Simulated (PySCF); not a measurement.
How methods differ on the excitation energy of Tl+

Tl+ [Xe] 4f14 5d10 6s2 (1S) → Tl+ [Xe] 4f14 5d10 6s1 6p1 (3P), as a difference of total energies. Computed with PySCF 2.14 in aug-cc-pwCVTZ-DK3 (11s10p8d5f1g, 125 functions), with the spin-free X2C one-electron Hamiltonian (Gaussian nucleus). Correlated levels: valence: [Xe] 4f14 5d10 frozen. The calculations carry no spin-orbit coupling.

```tsv
method	excitation energy (eV)
UHF	5.632
MP2 (valence)	6.141
SCS-MP2 (valence)	6.293
CCSD (valence)	6.297
```

How much does correlation contribute at MP2 (valence)?

6.141 − (5.632) = 0.509 eV, measured against UHF.

Errors of the correlated levels include the incompleteness of this basis and the frozen core.

With two correlated electrons CCSD is exact in that space.

For comparison: 7.098 eV (measured; NIST levels, between the centres of gravity of the two terms).
